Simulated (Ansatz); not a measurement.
Cost and result for the atomization energy of H₇NSeSi₂ (`N[SiH2][Se][SiH3]`) (11 atoms, 10 bonds).

```xyz
11

N    -0.183   -2.006   -0.429
Si    0.515   -1.036    0.794
Se    1.639    0.856    0.134
Si   -0.260    2.006   -0.343
H    -1.051   -1.715   -0.852
H     0.410   -2.456   -1.110
H    -0.591   -0.618    1.690
H     1.552   -1.826    1.498
H     0.119    3.180   -1.166
H    -0.942    2.462    0.895
H    -1.207    1.152   -1.111
```

Charge 0, multiplicity 1. Correlated methods include outer-core shells of Se, which these sets cover unevenly. Scalar relativity is left out up to krypton. The structure was optimised at the PBE0-D4/def2-TZVP level. It is one conformer, not always the lowest. Program: Ansatz. All runs use 4 threads of an Arm Neoverse V1 on a shared host. Times are those of one run each, without the atoms' runs, and a repeat can differ threefold. Electronic energies, without spin–orbit coupling; frozen cores. CCSD(T)/CBS adds CCSD(T) − MP2 in def2-TZVPP to the MP2 limit, and its time is that of the two runs behind it. T1 = 0.010. With those shells the extrapolation isn't a true limit. B3LYP takes the VWN-RPA correlation (the form of Gaussian; ORCA's B3LYP/G).

CCSD(T)/CBS is a level of theory with its own doubt, some kJ/mol a heavy atom from the limit and from the frozen cores, so smaller differences don't rank the functionals.

| level | functions | wall time | atomization (kJ/mol) | difference from CCSD(T)/CBS | per bond |
| --- | --- | --- | --- | --- | --- |
| PBE-D4/def2-TZVPP (with forces) | 261 | 2.7 s | 3389.7 | -23.4 | -2.3 |
| PBE0-D4/def2-TZVPP | 261 | 3.9 s | 3361.6 | -51.5 | -5.1 |
| r2SCAN-D4/def2-TZVPP (with forces) | 261 | 5.5 s | 3389.1 | -24.0 | -2.4 |
| B3LYP-D4/def2-TZVPP (with forces) | 261 | 6 s | 3397.1 | -16.0 | -1.6 |
| B2PLYP/def2-TZVPP | 261 | 6.5 s | 3344.2 | -68.9 | -6.9 |
| ωB97X-V/def2-TZVPP | 261 | 9 s | 3425.6 | 12.5 | 1.3 |
| ωB97M-V/def2-TZVPP (with forces) | 261 | 14 s | 3400.0 | -13.1 | -1.3 |
| MP2/def2-QZVPP | 496 | 28 s | 3369.0 | -44.1 | -4.4 |
| CCSD(T)/def2-TZVPP | 261 | 3.4 min | 3300.9 | -112.2 | -11.2 |
| CCSD(T)/CBS(def2) | – | 3.8 min | 3413.1 | 0.0 | 0.0 |

In def2-TZVPP, CCSD(T) changes the Hartree–Fock value by +845.7 kJ/mol (the triples alone add +42.1 kJ/mol) and MP2 by +847.3 kJ/mol; breaking electron pairs costs correlation energy, which Hartree–Fock lacks. From PBE to PBE0 (25 % exact exchange), in def2-TZVPP and without D4, the atomization energy moves by −24.2 kJ/mol: exact exchange takes away binding that semilocal exchange gives to molecules. The D4 term adds +45.9 kJ/mol with B3LYP and +24.2 kJ/mol with PBE0; it sums over pairs of atoms, weighted by their polarisabilities, and B3LYP, whose exchange is more repulsive, gets the larger term.
